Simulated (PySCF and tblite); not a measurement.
The numbers below are computed, except where a source is named.
Conformers and averaged properties: C₂H₈OSi, numbered as in [CH3:1][O:2][SiH2:3][CH3:4]

Conformers came from 90 starts (ETKDG and KDG, MMFF94s, GFN2-xTB); geometries are PBE0-D3(BJ)/def2-SVP. Free energies are PBE0-D3(BJ)/def2-TZVP single points with GFN2-xTB rigid-rotor and vibrational terms (modes under about 100 cm⁻¹ blended into free rotors). Symmetry numbers and mirror images are counted. Conformers within 4 kcal/mol (GFN2-xTB free energy) were kept, 5 at most. GIAO shieldings: PBE0/pcSseg-1. Shifts are against TMS (¹H), TMS (¹³C), TMS (²⁹Si) at the same level. (PySCF 2.14, tblite 0.8.)

Torsions listed: C1–O2–Si3–C4. Of a mirror pair one member is shown.

| conformer | shape | symmetry | E(GFN2) kcal/mol | E(DFT) kcal/mol | G(298.15 K) kcal/mol | weight % | dipole D |
| --- | --- | --- | --- | --- | --- | --- | --- |
| 1 | 180° | Cs | 0.00 | 0.00 | 0.00 | 54.7 | 0.23 |
| 2 | -65° | C1 (pair) | 1.46 | 0.55 | 0.11 | 45.3 | 1.42 |

Weights (%) against temperature:

```csv
T (K),1,2,S(mix) cal/mol/K
200,64.8,35.2,1.77
250,58.8,41.2,1.92
298.15,54.7,45.3,1.99
350,51.4,48.6,2.05
400,49.1,50.9,2.08
```

Averaged shifts at 298.15 K. ¹H: 4.80 (H3, 2H), 3.58 (H1, 3H), 0.27 (H4, 3H) ppm. ¹³C: 53.6 (C1), -3.6 (C4) ppm. ²⁹Si: -7.1 (Si3) ppm.

Coordinates of conformer 1 (Å):

```xyz
12

C    -2.094   -0.489   -0.095
O    -0.775   -0.369   -0.540
Si    0.350    0.652    0.147
C     1.939    0.442   -0.801
H    -2.608   -1.249   -0.703
H    -2.655    0.460   -0.193
H    -2.151   -0.807    0.964
H    -0.138    2.068    0.081
H     0.534    0.304    1.594
H     1.799    0.717   -1.858
H     2.729    1.081   -0.379
H     2.280   -0.604   -0.759
```

Coordinates of conformer 2 (Å):

```xyz
12

C     1.794   -0.102   -0.633
O     1.007    0.848    0.024
Si   -0.360    0.477    0.906
C    -1.714   -0.235   -0.173
H     1.258   -0.585   -1.472
H     2.144   -0.901    0.049
H     2.683    0.397   -1.049
H    -0.010   -0.509    1.982
H    -0.796    1.761    1.523
H    -2.626   -0.407    0.423
H    -1.965    0.457   -0.992
H    -1.415   -1.200   -0.614
```

Unscaled ²⁹Si shifts at such levels can be off by tens of ppm; differences between conformers or isomers are more reliable. Shifts are unscaled: against experiment ¹³C can be off by 15 ppm or more and ¹H by 0.8 ppm.

Search and properties took 18 s on 1 thread of AMD EPYC 9R45 96-Core, shared host (rough), launched as `OMP_NUM_THREADS=1 python ens_run.py task.json out`.
